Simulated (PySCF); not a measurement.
Zr(Cl)3(OH) (Cl3HOZr), SMILES [OH][Zr]([Cl])([Cl])[Cl], multiplicity 1.

Geometry: B3LYP-D3(BJ)/def2-SVP. The multiplicity is an assumed one; no other spin state was optimised. The isomer is the one that the SMILES or the coordinates give; other isomers of the formula were not compared. The def2 effective core potentials stand for the cores of Zr; spin–orbit coupling is left out. The values are those of a single conformer.

Two levels are set side by side: PBE/def2-TZVP (PySCF) and M06-2X/def2-TZVP (PySCF). Same geometry, gas phase. Differences are taken from unrounded values.

```
quantity                     M06-2X    PBE  PBE minus M06-2X
---------------------------  ------  -----  ----------------
orbital gap (eV)               9.32   5.05             -4.27
highest occupied level (eV)  -10.62  -7.92              2.70
lowest empty level (eV)       -1.30  -2.87             -1.57
dipole moment (D)              2.98   2.96             -0.02
mean polarisability (bohr³)    78.5   83.8               5.2
```

PBE's occupied levels lie high since its potential decays too fast outside the molecule; exact exchange lowers them and widens the gap. PBE's more diffuse valence density responds more strongly to a field. Differences between two approximate levels are no errors against the true value.

Rough cost on one machine, each run with all the roots and properties that it gave: M06-2X against PBE about 3 times.
